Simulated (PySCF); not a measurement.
A small calculation by hand: refractive index and permittivity of the vapour

CH7Cl2NSi2, SMILES CN[Si@H](Cl)[SiH2]Cl.

Coordinates come from a PBE-D3(BJ)/def2-SVP optimisation. The structure was generated by enumeration; whether it is a known compound was not checked. Other conformers were not sampled.

M06-2X/def2-TZVP in PySCF gives a mean static polarisability of 96.2 bohr³ and a dipole moment of 1.65 D. Take an ideal gas at 298.15 K and 1 bar, whether or not the substance is that volatile.

**Question.** Work out n − 1 in the optical limit and the static ε − 1.

**Answer.** 
Polarisability volume α' = 96.2 × 0.148185 = 14.26 Å³. Number density N = p/kT = 2.43e-5 Å⁻³.
Dilute limit of Lorentz–Lorenz: n − 1 = 2π N α' = 0.0022.
Orientation term of Debye: μ²/(3kT) = 8.098 Å³ × μ²(D²) = 22.05 Å³.
ε − 1 = 4π N (α' + μ²/3kT) = 0.011. Orientation of the dipole supplies 61 % of the static response; it can't follow optical fields. Vibrational polarisation and dispersion are left out.
